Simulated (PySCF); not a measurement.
# Zirconium: a sound run and one with changed settings

Sound run: Zr [Kr] 4d2 5s2, Zr+ [Kr] 4d2 5s1. Calculation: PySCF 2.14, in cc-pVDZ-PP with ECP28MDF (4s4p3d1f, 38 functions); a scalar-relativistic core potential. The sound run starts from symmetry-adapted Hartree-Fock orbitals and uses a fine grid where one is needed.

Changed run: initial guess minao, at most 50 SCF cycles, level shift 0.5 hartree.

| species | method | sound run (hartree) | changed run (hartree) | converged |
| --- | --- | --- | --- | --- |
| Zr | UHF | -46.30208 | -46.28262 | yes |
| Zr | M06-2X | -46.67278 | -46.66546 | no |
| Zr | PBE | -46.75276 | -46.74847 | no |
| Zr+ | UHF | -46.10994 | -46.07496 | no |
| Zr+ | M06-2X | -46.41533 | -46.39845 | no |
| Zr+ | PBE | -46.51521 | -46.50350 | no |

The plain start fixes occupations by D2h representation alone, and Zr at UHF landed in another state (other ⟨L²⟩ or ⟨S²⟩). A level shift slows the SCF but leaves a converged energy unchanged.
